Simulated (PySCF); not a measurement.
Compounds:

A. `C=C=C[C@H](C)OC`
B. `[O-][N+]1=CC=CC(CC)=C1`
C. SMILES CN[SiH2]C

Spectrum 1. ¹H NMR (500 MHz, computed): δ 8.14 (d, 1H), 8.14 (s, 1H), 7.30 (m, 1H), 6.75 (d, 1H), 2.49 (q, 2H), 1.23 (t, 3H). ¹³C{¹H} NMR (computed): δ 151.1 (C), 143.5 (CH), 141.5 (CH), 132.5 (CH), 123.9 (CH), 32.1 (CH2), 21.7 (CH3).

Spectrum 2. ¹H NMR (500 MHz, computed): δ 4.82 (q, 2H), 2.69 (s, 3H), 0.25 (t, 3H), -0.30 (br s, 1H). ¹³C{¹H} NMR (computed): δ 31.4 (CH3), -6.0 (CH3).

Spectrum 3. ¹H NMR (500 MHz, computed): δ 5.01 (m, 1H), 4.89 (m, 2H), 3.75 (m, 1H), 3.51 (s, 3H), 1.33 (d, 3H). ¹³C{¹H} NMR (computed): δ 220.3 (C), 98.6 (CH), 83.0 (CH), 77.6 (CH2), 58.5 (CH3), 25.6 (CH3).

PySCF 2.14 calculation with shieldings: GIAO PBE0/pcSseg-1 and geometry from GFN2-xTB; one conformer, non-relativistic, in vacuum, fast rotation and ring inversion assumed for equivalent nuclei.

References, each an isolated molecule treated in the same way: ¹H (σ = 31.72 ppm), ¹³C (σ = 186.93 ppm) against TMS. Where no couplings were computed, multiplicities follow the n + 1 count of equivalent neighbours, and m marks all less simple cases (inequivalent or close neighbours, rings, F or P nearby). Shifts are as computed. Against solution values, carbons near 30 ppm lie about +3 ppm off and those near 130 ppm about +5 ppm (rms about the fit 2.1 ppm; single classes can miss by 10 ppm). Of 1328 compounds with measured shifts, 309 miss one by over three times the rms of a fit or turn the order of signals round; such compounds aren't used in these exercises. Signals without a measured value on file couldn't be tested in this way; 1H shifts scatter by 0.2 ppm about their fit, and single ones miss by 0.5 ppm. OH and NH positions are gas-phase values without hydrogen bonding to other molecules.

Problem. Which spectrum belongs to which compound?

Solution. 1–B, 2–C, 3–A.

- Spectrum 1 (B): 7 ¹³C signals; δC 143.5 is an aromatic CH next to a ring nitrogen; δC 141.5 is an aromatic CH next to a ring nitrogen.
- Spectrum 2 (C): 2 ¹³C signals; δC 31.4 is a methyl carbon bonded to N; δC -6.0 is a methyl carbon bonded to Si.
- Spectrum 3 (A): 6 ¹³C signals; δC 220.3 is a central carbon of an allene; δC 83.0 is an allylic sp3 CH bonded to O.
